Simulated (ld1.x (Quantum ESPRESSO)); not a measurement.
## Scattering properties, TM potential for erbium

| Quantity | Value |
| --- | --- |
| Element | erbium |
| Generator | ld1.x (Quantum ESPRESSO) 7.5 |
| Type | norm-conserving Troullier–Martins (Kleinman–Bylander form) |
| Functional | PBEsol |
| Relativity | scalar-relativistic |
| Frozen core | [Kr] 4d10 5s2 |
| Valence charge | 20 |
| Reference configuration | 4f12 5p6 5d0 6s0 6p0 (charge +2) |
| Partial waves | 6s (bound, empty): rc 2.15 bohr; 5p (bound): rc 1.90 bohr; 5d (bound, empty): rc 3.25 bohr; 4f (bound): rc 0.80 bohr |
| Local potential | all-electron potential smoothed inside 2.15 bohr (lloc = -2) |
| Core correction | none |

The phase is arctan(r·u′/u) with u = r·R(r), unwrapped; energies in Ry, scanned from -5 to 5 Ry. A pole is an energy at which the radial function vanishes at the test radius. The pseudo phase is shifted by a multiple of π to meet the all-electron one at the reference energy, and phase errors are pseudo minus all-electron; the curves can meet again beyond the range given. Levels narrower than the energy grid can be missing from the lists of poles. Where the grid stepped over a known ghost or core level, its pole and its step of π were put in at the level’s energy.

Problem. For each channel, where are the poles, and over which energies does the pseudopotential scatter like the atom?

Solution.

| channel | radius (bohr) | reference energy (Ry) | poles, all-electron | poles, pseudo | unbroken range about the reference energy with phases within 0.05 rad | phase error 1 Ry above the reference energy (rad) |
| --- | --- | --- | --- | --- | --- | --- |
| s | 3.53 | -1.08 | -4.86, -0.09, 4.90 | -1.14, 0.08 | -1.1 to 0.6 | +0.032 |
| p | 3.53 | -3.00 | -2.98, 0.88 | -2.98, 0.87 | below 2.8 | +0.000 |
| d | 3.53 | -0.99 | -0.70, 2.68 | -0.70, 2.85 | below 0.5 | +0.008 |
| f | 3.53 | -1.28 | -1.27, 1.47 | -1.27, 1.68 | below -0.1 | +0.018 |

Note: ghost state, extra bound levels that the all-electron valence spectrum of the same l lacks: s at -15.5 eV. A true bound ghost makes a file unfit for plane-wave use.

Phases in the p channel:

```csv
E (Ry),all-electron,pseudo
-5.00,1.424,1.424
-4.74,1.418,1.418
-4.48,1.411,1.411
-4.22,1.404,1.404
-3.96,1.395,1.395
-3.70,1.383,1.383
-3.44,1.365,1.365
-3.18,1.318,1.318
-2.92,-1.687,-1.687
-2.66,-1.770,-1.770
-2.40,-1.801,-1.801
-2.14,-1.832,-1.832
-1.88,-1.871,-1.871
-1.62,-1.927,-1.926
-1.36,-2.016,-2.015
-1.10,-2.184,-2.183
-0.84,-2.583,-2.581
-0.58,-3.489,-3.485
-0.32,-4.169,-4.168
-0.06,-4.435,-4.434
0.20,-4.561,-4.561
0.46,-4.636,-4.636
0.72,-4.687,-4.688
0.98,-4.728,-4.729
1.24,-4.763,-4.764
1.50,-4.797,-4.799
1.76,-4.833,-4.836
2.02,-4.877,-4.881
2.28,-4.935,-4.942
2.54,-5.024,-5.041
2.80,-5.194,-5.237
3.06,-5.624,-5.771
3.32,-6.640,-6.845
3.58,-7.290,-7.370
3.84,-7.523,-7.562
4.10,-7.632,-7.656
4.36,-7.695,-7.713
4.62,-7.737,-7.752
4.88,-7.768,-7.780
```
